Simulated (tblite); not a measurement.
H3GeO3 (SMILES [OH][Ge]([OH])[OH]), doublet, at a GFN2-xTB geometry; GFN1-xTB run with tblite 0.6.0.

The tblite input:
```
$ tblite run mol.xyz --method gfn1 --charge 0 --spin 1 --efield 0,0,0.1 --json tblite.json --no-restart

# file mol.xyz
7

O     -0.89026396    -1.04649341    -0.98157779
Ge    -0.13561324    -0.04736149     0.31044063
O     -0.26136974     1.64159635    -0.29675013
O      1.61904039    -0.43186608     0.20835849
H     -1.66282753    -0.65193226    -1.38205149
H      0.45348446     2.21223983    -0.02059503
H      1.80971341    -1.35063456     0.02830177
```

It wrote (shortened):

```
xTB calculator
 | screened Coulomb repulsion
 | Coulomb electrostatics
 |  * isotropic Klopman-Ohno-Mataga-Nishimoto electrostatics
 |  * onsite third-order electrostatics
 | DFT-D3(BJ) dispersion correction
 | Interactions (1)
 | [1] electric field

halogen bonding energy    0.0000000000000E+00 Eh
repulsion energy          7.1121324805225E-02 Eh
dispersion energy        -1.5567020100866E-03 Eh
interaction energy        0.0000000000000E+00 Eh
number of electrons       2.5000000000000E+01 e
integral cutoff           4.0000000000000E+01 bohr

------------------------------------------------------------
  cycle        total energy    energy error   density error
------------------------------------------------------------
      1     -16.31662584363  -1.6386190E+01   5.3696872E-01
      2     -16.46584785230  -1.4922201E-01   3.5851271E-01
      3     -16.82241744657  -3.5656959E-01   2.7104652E-01
      4     -17.36781140693  -5.4539396E-01   4.3650250E-02
      5     -17.36874877059  -9.3736366E-04   2.4909240E-02
      6     -17.36638461015   2.3641604E-03   1.9444142E-02
      7     -17.36931989610  -2.9352859E-03   2.4839247E-03
      8     -17.36936914973  -4.9253632E-05   9.1405217E-04
      9     -17.36937586333  -6.7135996E-06   3.5518814E-04
     10     -17.36937661838  -7.5504942E-07   1.8652628E-04
     11     -17.36937692737  -3.0899110E-07   3.6863276E-06
------------------------------------------------------------

electronic energy        -1.7438941550163E+01 Eh
total energy             -1.7369376927368E+01 Eh

Post processing:
 | Mayer-Wiberg bond orders

[Info] JSON dump of results written to 'tblite.json'
```
